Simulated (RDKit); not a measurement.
Input for RDKit: UFF on BH5O2Si (SMILES OBO[SiH3]).

```python
from rdkit import Chem
from rdkit.Chem import AllChem, rdDetermineBonds

blocks = [
'''9

O    -2.30962077    0.90192379    0.10738412
B    -0.98593700    0.79722804    0.38524728
O    -0.25989173   -0.25133909   -0.09909545
Si    1.32471257   -0.70975715    0.01896959
H    -2.63465129    0.17793084   -0.44220018
H    -0.48791959    1.64577405    1.06038690
H     2.07719356    0.24273135    0.86639526
H     1.90319902   -0.74222511   -1.34087078
H     1.37291525   -2.06226673    0.61299826
''',
]
mol = None
for b in blocks:
    f = Chem.MolFromXYZBlock(b)
    rdDetermineBonds.DetermineBonds(f, charge=0)
    mol = f if mol is None else Chem.CombineMols(mol, f)
Chem.SanitizeMol(mol)
print(Chem.MolToSmiles(Chem.RemoveHs(mol)))
ff = AllChem.UFFGetMoleculeForceField(mol, vdwThresh=100.0, ignoreInterfragInteractions=False)
e = ff.CalcEnergy()
print(f'UFF energy {e:.6f} kcal/mol')
```

It printed:

```
OBO[SiH3]
UFF energy 56.877565 kcal/mol
```

The run finished.

Cost: about 0.010 core-seconds (a rough figure).
